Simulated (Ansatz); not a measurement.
CH6AlNZn (`[CH3][Zn][NH][AlH2]`). Total charge 0; spin multiplicity 1.

```xyz
10

C    -0.365    0.638   -2.319
Zn   -0.346    0.412   -0.406
N    -0.300    0.169    1.409
Al    0.708   -1.000    2.270
H     0.440    0.061   -2.779
H    -0.227    1.687   -2.590
H    -1.312    0.298   -2.744
H    -0.913    0.770    1.944
H     0.671   -1.124    3.852
H     1.644   -1.911    1.364
```

Q: List the harmonic frequencies (cm⁻¹, unscaled) at PBE0-D4/def2-TZVP in Ansatz. (Best estimate.)

A: Ansatz gave: 13, 75, 124, 159, 187, 443, 513, 565, 605, 642, 701, 702, 776, 869, 995, 1206, 1449, 1450, 1908, 1917, 3052, 3136, 3139, 3590.
